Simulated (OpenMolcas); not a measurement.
**2s² 2p along the 5-electron sequence**

```json
{
  "Program": "OpenMolcas 26.06",
  "Method": "CASSCF",
  "Basis": "ANO-R2",
  "Scalar Hamiltonian": "X2C, finite nucleus",
  "Spin-orbit coupling": "state interaction with AMFI integrals over the reference wave functions, term energies averaged over their components"
}
```

Active space for each ion: 3 electrons in 4 orbitals (2s 2p).

Computed levels in cm-1 above ²P°_1/2:

```
                                Level  N2+  O3+  F4+  Ne5+
                              ²P°_3/2  158  351  682  1208
weight of ²P° in the lowest level (%)  100  100  100   100
```

Measured, with the error of the calculation in %. Measured levels: N2+ from Moore, Selected Tables of Atomic Spectra, NSRDS-NBS 3, section 5; O3+ from Moore, Selected Tables of Atomic Spectra, NSRDS-NBS 3, section 10; F4+ from Moore, Atomic Energy Levels, vol. I, NSRDS-NBS 35 (1971 reprint of NBS Circular 467, 1949); Ne5+ from NIST levels in Podobedova, Fuhr, Reader and Wiese, J. Phys. Chem. Ref. Data 33, 525 (2004).

| Level | N2+ | O3+ | F4+ | Ne5+ |
| --- | --- | --- | --- | --- |
| ²P°_3/2 | 174 (-9.6) | 386 (-9.0) | 746 (-8.6) | 1310 (-7.8) |

The fine-structure level ²P°_3/2 changes by a factor of 7.65 from N2+ to Ne5+. Its fourth root runs 3.55, 4.33, 5.11, 5.90, with steps per unit of Z of 0.78, 0.78, 0.79; equal steps would mean a (Z - σ)^4 law with constant σ.

Computed and measured levels are paired by configuration, term and J; levels that our copy of the source lacks, or whose pairing is in doubt (as where it misses far off the trend of its configuration), stay unpaired and out of the deviations. Levels of configurations outside the active space are missing.

° marks odd parity.
